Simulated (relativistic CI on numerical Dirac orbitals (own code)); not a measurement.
# Level scheme of Sr XXII

Computed by Dirac-Coulomb-Breit CI, orbitals from a KLI potential per configuration, QED by a radiative potential, unscaled Slater integrals (own radial code, finite nucleus).

CI space (outside the closed core [Ne]): 3s2 3p5, 3s 3p6, 3s2 3p4 3d, 3s 3p5 3d, 3p6 3d, 3s 3p4 3d2, 3s2 3p3 3d 4p, 3s2 3p4 4s, 3p6 4s, 3p6 4p, 3s 3p4 3d 4s, 3s2 3p4 4p, 3s2 3p3 3d2, 3s2 3p2 3d3, 3s 3p3 3d3, 3s2 3p2 3d2 4s, 3s2 3p2 3d2 4p. Double excitations out of closed p, d and f shells are left out; levels of such configurations are missing from the list, as are those of other unlisted configurations, and high levels can miss mixing partners.

The lowest level is 3s2 3p5 2P°_3/2, with 98 % of that term; Hund's rules for 3s2 3p5 give 2P° with J = 3/2, in agreement.

| No. | Configuration | Term | J | E (cm⁻¹) | % | Lifetime (s) | jj configuration (%) |
| --- | --- | --- | --- | --- | --- | --- | --- |
| 1 | 3s2 3p5 | 2P° | 3/2 | 0 | 98 |  | 3p3/2^3 (98) |
| 2 | 3s2 3p5 | 2P° | 1/2 | 114310 | 97 | 3.73e-05 | 3p1/2 3p3/2^4 (97) |
| 3 | 3s 3p6 | 2S | 1/2 | 632329 | 70 | 6.65e-11 | 3s (70) |
| 4 | 3s2 3p4 3d | 4D | 5/2 | 761796 | 74 | 2.12e-08 | 3p3/2^2 3d3/2 (65) |
| 5 | 3s2 3p4 3d | 4D | 3/2 | 763102 | 64 | 6.81e-09 | 3p3/2^2 3d3/2 (87) |
| 6 | 3s2 3p4 3d | 4D | 7/2 | 773365 | 76 | 1.98e-03 | 3p3/2^2 3d5/2 (63) |
| 7 | 3s2 3p4 3d | 4D | 1/2 | 777188 | 51 | 1.86e-09 | 3p3/2^2 3d3/2 (54) |
| 8 | 3s2 3p4 3d | 4F | 9/2 | 814813 | 79 | 3.70e-03 | 3p3/2^2 3d5/2 (96) |
| 9 | 3s2 3p4 3d | 2F | 7/2 | 823039 | 40 | 3.30e-03 | 3p3/2^2 3d3/2 (74) |
| 10 | 3s2 3p4 3d | 2D | 3/2 | 841860 | 46 | 7.18e-10 | 3p3/2^2 3d3/2 (64) |
| 11 | 3s2 3p4 3d | 2P | 1/2 | 854073 | 61 | 5.07e-10 | 3p1/2 3p3/2^3 3d3/2 (68) |
| 12 | 3s2 3p4 3d | 4P | 1/2 | 861327 | 78 | 9.61e-11 | 3p1/2 3p3/2^3 3d3/2 (41) |
| 13 | 3s2 3p4 3d | 4F | 5/2 | 875191 | 74 | 2.98e-10 | 3p1/2 3p3/2^3 3d3/2 (44) |
| 14 | 3s2 3p4 3d | 4F | 3/2 | 882510 | 57 | 1.61e-10 | 3p1/2 3p3/2^3 3d3/2 (51) |
| 15 | 3s2 3p4 3d | 2D | 3/2 | 886509 | 36 | 1.25e-09 | 3p1/2 3p3/2^3 3d3/2 (52) |
| 16 | 3s2 3p4 3d | 4P | 5/2 | 891705 | 47 | 4.16e-10 | 3p3/2^2 3d5/2 (64) |
| 17 | 3s2 3p4 3d | 4F | 7/2 | 910039 | 51 | 5.68e-05 | 3p1/2 3p3/2^3 3d5/2 (83) |
| 18 | 3s2 3p4 3d | 2P | 3/2 | 928421 | 43 | 2.48e-09 | 3p1/2 3p3/2^3 3d5/2 (91) |
| 19 | 3s2 3p4 3d | 2D | 5/2 | 934662 | 55 | 3.94e-10 | 3p1/2 3p3/2^3 3d5/2 (40) |
| 20 | 3s2 3p4 3d | 2G | 7/2 | 935618 | 57 | 6.87e-05 | 3p1/2 3p3/2^3 3d3/2 (92) |
| 21 | 3s2 3p4 3d | 2G | 9/2 | 950684 | 79 | 6.20e-05 | 3p1/2 3p3/2^3 3d5/2 (96) |
| 22 | 3s2 3p4 3d | 2F | 5/2 | 951648 | 78 | 8.21e-10 | 3p1/2 3p3/2^3 3d5/2 (59) |
| 23 | 3s2 3p4 3d | 2F | 5/2 | 985374 | 58 | 4.12e-10 | 3p1/2 3p3/2^3 3d5/2 (68) |
| 24 | 3s2 3p4 3d | 2F | 7/2 | 1012483 | 89 | 3.70e-05 | 3p1/2 3p3/2^3 3d5/2 (91) |
| 25 | 3s2 3p4 3d | 2D | 3/2 | 1049349 | 61 | 2.12e-11 | 3p1/2 3p3/2^3 3d5/2 (32) |
| 26 | 3s2 3p4 3d | 2S | 1/2 | 1079329 | 63 | 2.54e-12 | 3p1/2 3p3/2^3 3d3/2 (46) |
| 27 | 3s2 3p4 3d | 2D | 5/2 | 1106720 | 78 | 5.13e-12 | 3p3/2^4 3d5/2 (42) |
| 28 | 3s2 3p4 3d | 2P | 3/2 | 1116452 | 65 | 3.26e-12 | 3p1/2 3p3/2^3 3d3/2 (64) |
| 29 | 3s2 3p4 3d | 2D | 5/2 | 1124285 | 78 | 5.37e-12 | 3p1/2 3p3/2^3 3d3/2 (39) |
| 30 | 3s2 3p4 3d | 2P | 1/2 | 1157273 | 90 | 3.29e-12 | 3p1/2 3p3/2^3 3d5/2 (71) |
| 31 | 3s2 3p4 3d | 2D | 3/2 | 1219026 | 80 | 2.80e-12 | 3p3/2^4 3d3/2 (50) |
| 32 | 3s 3p5 3d | 4P° | 1/2 | 1363820 | 82 | 7.83e-11 | 3s 3p3/2^3 3d3/2 (76) |
| 33 | 3s 3p5 3d | 4P° | 3/2 | 1378612 | 77 | 7.81e-11 | 3s 3p3/2^3 3d3/2 (54) |
| 34 | 3s 3p5 3d | 4P° | 5/2 | 1407250 | 68 | 7.56e-11 | 3s 3p3/2^3 3d5/2 (44) |
| 35 | 3s 3p5 3d | 4F° | 9/2 | 1434848 | 85 | 4.74e-11 | 3s 3p3/2^3 3d5/2 (85) |
| 36 | 3s 3p5 3d | 4F° | 7/2 | 1436338 | 68 | 4.81e-11 | 3s 3p3/2^3 3d3/2 (63) |
| 37 | 3s 3p5 3d | 4F° | 5/2 | 1453025 | 61 | 4.40e-11 | 3s 3p3/2^3 3d3/2 (56) |
| 38 | 3s 3p5 3d | 4F° | 3/2 | 1472555 | 57 | 4.04e-11 | 3s 3p3/2^3 3d3/2 (45) |
| 39 | 3s 3p5 3d | 4D° | 1/2 | 1494255 | 46 | 5.51e-11 | 3s 3p3/2^3 3d3/2 (51) |
| 40 | 3s 3p5 3d | 2F° | 7/2 | 1499572 | 45 | 7.04e-11 | 3s 3p3/2^3 3d5/2 (69) |
| 41 | 3s 3p5 3d | 2D° | 5/2 | 1513778 | 32 | 5.68e-11 | 3s 3p3/2^3 3d3/2 (45) |
| 42 | 3s 3p5 3d | 2F° | 7/2 | 1519673 | 31 | 5.41e-11 | 3s 3p3/2^3 3d5/2 (48) |
| 43 | 3s 3p5 3d | 4D° | 3/2 | 1523185 | 35 | 5.69e-11 | 3s 3p3/2^3 3d5/2 (29) |
| 44 | 3s 3p5 3d | 2F° | 5/2 | 1534496 | 26 | 8.51e-11 | 3s 3p3/2^3 3d5/2 (53) |
| 45 | 3s 3p5 3d | 2D° | 3/2 | 1538740 | 39 | 5.76e-11 | 3s 3p3/2^3 3d5/2 (39) |

Energies count from the lowest computed level; ° marks odd parity; lifetimes are radiative, by E1, M1, E2, M2, E3 decay to levels of this space only. Filled j subshells are mostly left out of the jj labels.

The mean weight of the leading LS term, summed over parents, in these 45 levels is 63 %, and that of the leading jj configuration (from the same eigenvectors) 62 %.

At this charge energies of transitions that change n are usually good to better than 1 %, and those within a shell (Δn = 0) to a few per cent.

LS names give the leading component of a level, which can be under half, so a name can repeat, a term be missing and a line seem to break the LS rules.
